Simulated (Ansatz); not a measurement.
Species: SeCl, charge 0, multiplicity 2. SMILES: Cl[Se]
Coordinates optimised at B3LYP-D3(BJ)/def2-TZVP (Ansatz, a first-principles code):
```xyz
2

Se     0.0000     0.0000    -0.7157
Cl     0.0000     0.0000     1.4313
```
Charge 0, spin multiplicity 2.

Wanted: atomisation energy, in kcal/mol. Conventions: LANL2DZ with its own core potentials from Na on; spin-orbit terms left out; six Cartesian d functions in 6-31G* and its kin unless marked 5d; frozen cores in correlated levels (noble-gas shells and the d and f shells of earlier blocks); non-relativistic; atomisation electronic, to ground-state atoms; UHF or UKS for open shells. First-principles rows: single points at B3LYP-D3(BJ) geometries (Ansatz).

```tsv
level	program	atomisation energy (kcal/mol)
MP2/STO-3G	Ansatz	45.8
MP2/3-21G	Ansatz	24.3
MP2/LANL2DZ	Ansatz	17.1
MP2/6-31G*	Ansatz	48.3
MP2/6-31G* with LANL2DZ past Ar	Ansatz	33.5
```

No value to compare with is used here. The 5 habitual levels span 17.1 (MP2/LANL2DZ) to 48.3 kcal/mol (MP2/6-31G*).

The sets are all those run for this method; runs whose electronic state is in doubt are left out.
